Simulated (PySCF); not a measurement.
**Spinor energies of Zn (zinc, neutral)**

Start: [Ar] 3d10 4s2. Calculated with PySCF 2.14 in x2c-TZVPall-2c (6s7p4d1f, 54 functions): generalised Hartree-Fock with the X2C-1e Hamiltonian and a Gaussian nucleus; one run each with spin-orbit coupling (SO) switched off, then screened by Boettger's factors.

```
spinor shell  electrons  ε, spin-free (eV)  ε, screened SO (eV)  weight of nominal j (screened SO)  rms radius, screened SO (bohr)
       1s1/2          2            -9729.8              -9729.7                              1.000                          0.0580
       2s1/2          2            -1233.5              -1233.5                              1.000                           0.244
       2p1/2          2            -1064.9              -1081.3                              1.000                           0.217
       2p3/2          4            -1064.9              -1056.9                              1.000                           0.220
       3s1/2          2            -157.81              -157.80                              1.000                           0.731
       3p1/2          2            -105.50              -107.75                              1.000                           0.770
       3p3/2          4            -105.50              -104.41                              1.000                           0.781
       3d3/2          4            -20.719              -20.984                              1.000                            1.01
       3d5/2          6            -20.719              -20.543                              1.000                            1.01
       4s1/2          2             -8.130               -8.131                              1.000                            3.08
```

| quantity | spin-free | screened SO |
| --- | --- | --- |
| E (hartree) | -1794.22693 | -1794.27800 |
| M_J | 0 | 0 |
| ⟨J²⟩ | 0.000 | 0.000 |
| ⟨L²⟩ | 0.000 | 0.002 |
| ⟨S²⟩ | 0.000 | 0.002 |

Without spin-orbit coupling the j labels of p, d and f shells carry no meaning; the spin-free column gives the mean over the occupied spinors of each nl shell.
